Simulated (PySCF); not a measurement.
Compound: CH₈AsGa.
SMILES with atom numbers: `[CH3:1][GaH2-:2][AsH3+:3]` (hydrogens: H4, H5, H6 on C1; H7, H8 on Ga2; H9, H10, H11 on As3)

Method: PBE0-D3(BJ)/def2-SVP geometry optimisation, gas phase in PySCF; density fitting, grid level 1; the optimiser is geomeTRIC in internal coordinates, started from a GFN2-xTB structure with every atom displaced at random (about 0.01 Å).

Step 0: E = -114355.3249 eV
```
atom  x, y, z in Å  |  force x, y, z in eV/Å
C1     -1.9074    0.5222    0.1432    0.721   0.641  -0.176
Ga2    -0.6638   -0.9072   -0.4496   -0.139   0.047  -0.097
As3     1.8540    0.2766   -0.1336    0.277  -0.065   0.782
H4     -2.9257    0.3642   -0.1814   -0.695  -0.382  -0.297
H5     -1.6358    1.5099   -0.2911    0.081  -0.328   0.092
H6     -1.9400    0.6525    1.2281    0.110  -0.080   0.276
H7     -0.4241   -1.3104   -1.9488   -0.133   0.102  -0.169
H8     -0.0873   -1.9828    0.5557    0.026   0.076   0.185
H9      1.9448    0.5482    1.3611   -0.266   0.046   0.010
H10     2.7861   -0.8860    0.0440    0.063  -0.434  -0.166
H11     3.0380    1.1874   -0.3433   -0.046   0.377  -0.441
```

Step 1: E = -114355.4948 eV
```
atom  x, y, z in Å  |  force x, y, z in eV/Å
C1     -1.8795    0.5362    0.1256   -0.187   0.083   0.054
Ga2    -0.6757   -0.9118   -0.4601    0.208  -0.005  -0.073
As3     1.8598    0.2018   -0.0148    0.235  -0.078   0.291
H4     -2.9109    0.3491   -0.2249    0.104  -0.064   0.027
H5     -1.5822    1.5035   -0.3039    0.050   0.052  -0.052
H6     -1.9138    0.6468    1.2201    0.022  -0.034  -0.009
H7     -0.5055   -1.2645   -1.9881   -0.022   0.034  -0.024
H8     -0.1184   -1.9839    0.5675   -0.066  -0.007   0.055
H9      2.0199    0.5472    1.4544   -0.134   0.052  -0.002
H10     2.8886   -0.9103    0.0768   -0.061  -0.006  -0.150
H11     2.8564    1.2608   -0.4683   -0.149  -0.027  -0.117
```

Step 2: E = -114355.5143 eV
```
atom  x, y, z in Å  |  force x, y, z in eV/Å
C1     -1.8644    0.5411    0.1262   -0.047   0.087   0.026
Ga2    -0.6586   -0.9117   -0.4528    0.195   0.041  -0.077
As3     1.8526    0.1956   -0.0029    0.016  -0.120   0.203
H4     -2.8890    0.3419   -0.2292    0.014  -0.035   0.007
H5     -1.5630    1.5082   -0.3072   -0.001  -0.025  -0.006
H6     -1.9019    0.6484    1.2205    0.011  -0.007  -0.003
H7     -0.4924   -1.2517   -1.9850   -0.015   0.008  -0.006
H8     -0.1239   -1.9903    0.5819   -0.064  -0.006   0.027
H9      1.9832    0.5476    1.4674   -0.020   0.014  -0.037
H10     2.8781   -0.9185    0.0479   -0.012   0.019  -0.051
H11     2.8180    1.2642   -0.4825   -0.077   0.024  -0.082
```

Step 3: E = -114355.5377 eV
```
atom  x, y, z in Å  |  force x, y, z in eV/Å
C1     -1.8377    0.5514    0.1249    0.111  -0.012  -0.018
Ga2    -0.6255   -0.9094   -0.4448    0.099   0.104  -0.021
As3     1.8254    0.1703    0.0350   -0.149  -0.124   0.039
H4     -2.8511    0.3341   -0.2436   -0.079   0.014  -0.008
H5     -1.5292    1.5170   -0.3090   -0.054  -0.044   0.022
H6     -1.8854    0.6509    1.2191   -0.001   0.024   0.004
H7     -0.4573   -1.2279   -1.9826    0.011  -0.018   0.014
H8     -0.1591   -2.0092    0.6018   -0.057  -0.027  -0.015
H9      1.9801    0.5479    1.4922    0.064  -0.007  -0.001
H10     2.8739   -0.9172    0.0136    0.056   0.013   0.036
H11     2.7047    1.2669   -0.5222   -0.002   0.076  -0.054
```

**Question.** Estimate the geometry and energy of step 4. (The exact step hangs on the optimiser's Hessian estimate; all steps are aligned on step 3, rigid shifts and turns removed.)

**Answer.** E = -114355.5540 eV, largest force 0.187 eV/Å
```
atom  x, y, z in Å  |  force x, y, z in eV/Å
C1     -1.8132    0.5609    0.1226    0.160  -0.083  -0.051
Ga2    -0.5960   -0.9068   -0.4384   -0.050   0.081   0.055
As3     1.7990    0.1356    0.0745   -0.071  -0.083  -0.026
H4     -2.8202    0.3364   -0.2585   -0.088   0.036  -0.006
H5     -1.5009    1.5270   -0.3060   -0.068  -0.021   0.023
H6     -1.8730    0.6532    1.2166   -0.004   0.036   0.009
H7     -0.4142   -1.2067   -1.9786    0.040  -0.021   0.014
H8     -0.2213   -2.0400    0.6103   -0.046  -0.038  -0.045
H9      2.0105    0.5476    1.5139    0.066   0.010  -0.010
H10     2.8986   -0.8966   -0.0008    0.053   0.010   0.043
H11     2.5695    1.2642   -0.5711    0.010   0.074  -0.007
```

The energy changes by -0.0163 eV. The first-order estimate −F·Δx gives -0.0216 eV and the mean of the old and new forces, exact on a quadratic surface, -0.0147 eV. The step makes an angle of 70° with the force vector and moves no atom by more than 0.144 Å.

What follows is the cost of the whole optimisation. Hardware: one thread of an AMD EPYC 7R43 (shared host). Cost: 85 s wall, 0.49 GiB resident at most.
